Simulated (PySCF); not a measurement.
Input for PySCF: R-HF/3-21G on CH4Sn (SMILES [CH3][SnH]), a point of a bond scan (R = 1.966 Å).

```python
from pyscf import gto, scf, dft, mp
from pyscf.data.elements import chemcore

mol = gto.M(
    atom='''
    Sn    0.00983745    0.25050043    0.24518718
    H    -0.38152425    1.52968653   -1.19585326
    C    -0.01334196   -1.45640015   -1.15807253
    H     0.73724523   -1.29419038   -1.93601312
    H    -0.98669425   -1.50317430   -1.65333226
    H     0.18357434   -2.40265271   -0.65672900
    ''',
    basis='3-21g',
    charge=0, spin=0, verbose=3, max_memory=1800)
mf = scf.RHF(mol)
mf.conv_tol = 1e-8
mf.max_cycle = 100
mf.kernel()
if not mf.converged:
    mf = mf.newton().run(mf.mo_coeff, mf.mo_occ)
```

Task: What total energy does the run end on?

Result: -6036.2211 hartree.
